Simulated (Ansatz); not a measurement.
Geometry optimisation, RKS PBE0/def2-SVP (Ansatz).

The input (input.yaml):

```yaml
crystal:
  periodic: [false, false, false]
  atoms:
    - { symbol: O, position_ang: [-0.64083, -1.13641, -1.70357] }
    - { symbol: C, position_ang: [-0.31264, -0.54964, -0.78134] }
    - { symbol: Si, position_ang: [0.91383, 0.98181, -0.49718] }
    - { symbol: S, position_ang: [-1.28831, -1.3479, 1.02611] }
    - { symbol: H, position_ang: [0.23656, 1.98574, -1.30574] }
    - { symbol: H, position_ang: [0.84355, 1.18314, 0.94809] }
    - { symbol: H, position_ang: [2.1507, 0.39567, -0.99344] }
    - { symbol: H, position_ang: [-0.19701, -1.34662, 1.80549] }
    - { symbol: H, position_ang: [-1.70584, -0.16579, 1.50159] }
total_charge: 1
basis:
  gaussian: { orbitals: def2-SVP }
hamiltonian:
  xc: pbe0
relax:
  f_tol: 0.015
  max_steps: 40
```

Launched with:

```bash
$ ansatz run input.yaml --threads 1 --pin off --max-ram 2048MiB --backend cpu --events-out ev --progress --plain --runs-dir out
```

**Question.** Where does it end, and by what steps?

**Answer.** The run converged. Limits of this set-up: the dipole of an ion depends on the origin. After 9 steps the energy has fallen by 0.168 eV; C2 moved furthest, 0.31 Å. Parted: C2–S4.

```json
{"step": "0", "energy less start (eV)": "0.0000", "largest force component (eV/Å)": "0.593", "accepted": "yes"}
{"step": "1", "energy less start (eV)": "-0.0771", "largest force component (eV/Å)": "0.838", "accepted": "yes"}
{"step": "2", "energy less start (eV)": "-0.1114", "largest force component (eV/Å)": "1.021", "accepted": "yes"}
{"step": "3", "energy less start (eV)": "-0.1330", "largest force component (eV/Å)": "0.860", "accepted": "yes"}
{"step": "4", "energy less start (eV)": "-0.1530", "largest force component (eV/Å)": "0.259", "accepted": "yes"}
{"step": "5", "energy less start (eV)": "-0.1633", "largest force component (eV/Å)": "0.065", "accepted": "yes"}
{"step": "6", "energy less start (eV)": "-0.1674", "largest force component (eV/Å)": "0.108", "accepted": "yes"}
{"step": "7", "energy less start (eV)": "-0.1673", "largest force component (eV/Å)": "0.188", "accepted": "no"}
{"step": "8", "energy less start (eV)": "-0.1678", "largest force component (eV/Å)": "0.021", "accepted": "yes"}
{"step": "9", "energy less start (eV)": "-0.1679", "largest force component (eV/Å)": "0.014", "accepted": "yes"}
```

```xyz
9
Properties=species:S:1:pos:R:3
O -0.659 -1.175 -1.853
C -0.219 -0.495 -1.067
Si 0.952 1.009 -0.557
S -1.317 -1.367 1.182
H 0.326 2.085 -1.363
H 0.814 1.125 0.907
H 2.247 0.488 -1.057
H -0.297 -1.419 2.071
H -1.846 -0.251 1.736
```

The run took 40 s on 1 thread of Arm Neoverse V1, with other jobs on the host, peak memory 0.17 GiB.
